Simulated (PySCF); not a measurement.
C2H4AlNO2, SMILES C[O][AlH][N]=C=O.

The structure is a stationary point at PBE-D3(BJ)/def2-SVP. The structure was generated by enumeration; whether it is a known compound was not checked. The values are those of a single conformer.

Computed with TDA-PBE0/def2-SVPD (PySCF 2.14.0).

Vertical excitations. Isolated molecule, no solvent. State labels are in the subgroup Cs.

Computed excitation energies, oscillator strengths and character:
```csv
state,symmetry,energy (eV),λ (nm),f,main pairs
S1,A",6.04,205,0.000,HOMO−1→LUMO 92 %
S2,A',6.37,195,0.087,HOMO→LUMO 88 %
S3,A",6.41,194,0.004,HOMO−2→LUMO 90 %
S4,A",6.76,183,0.004,HOMO→LUMO+1 94 %
S5,A',6.83,182,0.046,HOMO−3→LUMO 78 %
S6,A',7.02,177,0.065,HOMO−1→LUMO+1 86 %
S7,A',7.32,169,0.011,HOMO−2→LUMO+1 88 %
S8,A",7.37,168,0.003,"HOMO−3→LUMO+1 74 %, HOMO−4→LUMO 20 %"
S9,A",7.45,166,0.003,"HOMO−3→LUMO+2 37 %, HOMO→LUMO+2 32 %, HOMO−3→LUMO+4 8 %"
S10,A",7.70,161,0.125,"HOMO−4→LUMO 69 %, HOMO−3→LUMO+1 18 %"
T1,A',5.67,219,0,HOMO→LUMO 95 %
T2,A",5.89,211,0,HOMO−1→LUMO 83 %
T3,A',6.01,206,0,HOMO−3→LUMO 84 %
T4,A",6.18,201,0,"HOMO−2→LUMO 75 %, HOMO−1→LUMO 13 %"
```
Triplets are in the Tamm–Dancoff approximation.
